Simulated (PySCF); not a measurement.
**ORD: `FC[C@H]1C[C@H](F)O1`, C₄H₆F₂O**

Geometry (Å), atoms numbered from 1 in this order:
```xyz
13

F    -2.5186   -0.6399    0.3311
C    -1.6477    0.4096    0.4618
C    -0.2841   -0.1069    0.8997
C     0.5836   -0.7843   -0.1736
C     1.5433    0.3731    0.0977
F     2.7068   -0.0242    0.6960
O     0.6690    0.9622    1.0189
H    -2.0557    1.0880    1.2168
H    -1.5914    0.9144   -0.5079
H    -0.3819   -0.6670    1.8358
H     0.9830   -1.7584    0.0920
H     0.1544   -0.8062   -1.1708
H     1.8351    1.0402   -0.7227
```

Level of theory: TDDFT CAM-B3LYP/def2-SVPD circular dichroism and optical rotation, one conformer, gas phase (PySCF 2.14.0). Geometry: GFN2-xTB.

The molecule is flexible and this is one conformer; a measurement averages over conformers. States above about 10.1 eV (minus the energy of the highest occupied orbital) lie near or above the ionisation threshold and depend on the basis.

Stereocentres: C3 R, C5 S.

(1) What is the specific rotation at 633, 589.3, 546, 436, 405, 365, 355 nm?

(2) And for the mirror image at 589.3 nm?

(3) What is the molar rotation [Φ] = [α]·M/100 of the geometry above at 589.3 nm?

Answers

(1) [α] in deg dm⁻¹ (g/mL)⁻¹:
| λ (nm) | origin-invariant length gauge | modified velocity gauge | length gauge (centre of mass) | isotropic polarisability (au) |
| --- | --- | --- | --- | --- |
| 633 | +63.0 | +72.4 | +63.7 | 52.3 |
| 589.3 | +74.1 | +85.0 | +74.8 | 52.4 |
| 546 | +88.3 | +101.3 | +89.2 | 52.5 |
| 436 | +152.1 | +174.1 | +153.6 | 53.2 |
| 405 | +183.8 | +210.2 | +185.6 | 53.5 |
| 365 | +243.3 | +277.8 | +245.5 | 54.0 |
| 355 | +263.0 | +300.1 | +265.4 | 54.1 |

(2) -74.1 deg dm⁻¹ (g/mL)⁻¹ (origin-invariant length gauge): the same size and the opposite sign.

(3) With M = 108.09 g/mol, +80.1 deg cm² dmol⁻¹ (origin-invariant length gauge).

The first excitation lies at 8.07 eV (154 nm) with R = +30.8 × 10⁻⁴⁰ esu² cm² (velocity form).
